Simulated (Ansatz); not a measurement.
Reaction (ligand exchange at a B–C bond): `C#CB(F)F` + dimethylamine → `CN(C)B(F)F` + acetylene

Calculated with Ansatz (gas phase, PBE0-D4/def2-TZVP geometries, no zero-point term in ΔE). CBS: MP2 limit from def2 TZ/QZ plus the TZ coupled-cluster correction, frozen cores. This one scheme is used for every species. DFT in def2-TZVPP. HSE06 is defined as in plane-wave codes. Each species was taken in one conformer, which may not be the lowest.

`C#CB(F)F`:

Cartesian coordinates in Å:
```
C 1.431 -0.721 -0.166
C 0.362 -0.183 -0.042
B -0.988 0.498 0.115
F -1.321 1.529 -0.632
F -1.863 0.076 1.002
H 2.378 -1.199 -0.277
```

`CNC`:

Z-matrix (Å, degrees):
```
C
N 1 1.445
H 1 1.094 2 109.4
H 1 1.092 2 110.0 3 117.9
H 1 1.104 2 114.0 3 -120.2
C 2 1.445 1 112.8 3 65.3
H 2 1.011 1 109.8 3 -171.9
H 6 1.104 2 114.0 1 54.9
H 6 1.094 2 109.4 1 -65.3
H 6 1.092 2 110.0 1 176.8
```

`CN(C)B(F)F`:

Z-matrix (Å, degrees):
```
C
N 1 1.443
H 1 1.089 2 110.3
H 1 1.096 2 110.8 3 -120.2
H 1 1.096 2 110.8 3 120.2
C 2 1.443 1 114.7 3 -179.9
B 2 1.392 1 122.6 3 0.0
H 6 1.089 2 110.3 1 180.0
H 6 1.096 2 110.8 1 -59.8
H 6 1.096 2 110.8 1 59.8
F 7 1.333 2 121.6 1 -180.0
F 7 1.333 2 121.6 1 0.0
```

`C#C`:

```xyz
4

C    -0.146    0.091   -0.573
C     0.146   -0.091    0.573
H    -0.405    0.252   -1.593
H     0.405   -0.252    1.593
```

| level | ΔE (kJ/mol) | difference from CCSD(T)/CBS |
| --- | --- | --- |
| r2SCAN-D4 | -80.8 | 3.9 |
| PBE0-D4 | -81.1 | 3.6 |
| HSE06-D4 | -80.6 | 4.1 |
| r2SCAN | -79.8 | 4.9 |
| CAM-B3LYP | -84.9 | -0.2 |
| RPA@PBE/def2-TZVPP | -81.3 | 3.4 |
| HF/def2-SVP | -88.6 | -3.9 |
| MP2/def2-SVP | -90.5 | -5.8 |
| CCSD/def2-SVP | -91.4 | -6.7 |
| MP2/def2-TZVPP | -84.1 | 0.6 |
| CCSD(T)/CBS | -84.7 | 0 |

Largest T1 diagnostic among the species: 0.014.

From PBE to PBE0 (25 % exact exchange), in def2-TZVPP and without D4, ΔE moves by −5.6 kJ/mol. The D4 term adds −5.1 kJ/mol with B3LYP and −2.9 kJ/mol with PBE0; it sums over pairs of atoms, weighted by their polarisabilities, and B3LYP, whose exchange is more repulsive, gets the larger term.

B3LYP here is the variant with VWN-RPA as its local correlation; programs differ in this.
